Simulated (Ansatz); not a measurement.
`CO[SiH2][SiH2]O` + `CO[SiH2]S` → `CO[SiH2]S[SiH2]OC` + silanol  (cleavage of the Si–Si bond)

Program: Ansatz. Geometries: PBE0-D4/def2-TZVP. ΔE: electronic, gas phase. CBS: MP2 limit from def2 TZ/QZ plus the TZ coupled-cluster correction, frozen cores. This one scheme is used for every species. DFT in def2-TZVPP. One conformer a species, not always the lowest.

| level | ΔE (kJ/mol) |
| --- | --- |
| PBE-D4 | -77.6 |
| PBE | -68.2 |
| HF/def2-TZVPP | -84.2 |
| CCSD(T)/def2-TZVPP | -88.5 |

**Question.** What does CCSD(T)/CBS give? (Estimate.)

**Answer.** Computed: -90.1 kJ/mol. The listed levels differ from it by 12.5, 21.9, 5.9, 1.6 kJ/mol.

Largest T1 diagnostic among the species: 0.012.

The D4 term adds −14.7 kJ/mol with B3LYP and −8.7 kJ/mol with PBE0; it sums over pairs of atoms, weighted by their polarisabilities, and B3LYP, whose exchange is more repulsive, gets the larger term. In def2-TZVPP, CCSD(T) changes the Hartree–Fock value by −4.3 kJ/mol (the triples alone add −2.3 kJ/mol) and MP2 by −16.0 kJ/mol.

B3LYP here is the variant with VWN-RPA as its local correlation; programs differ in this.
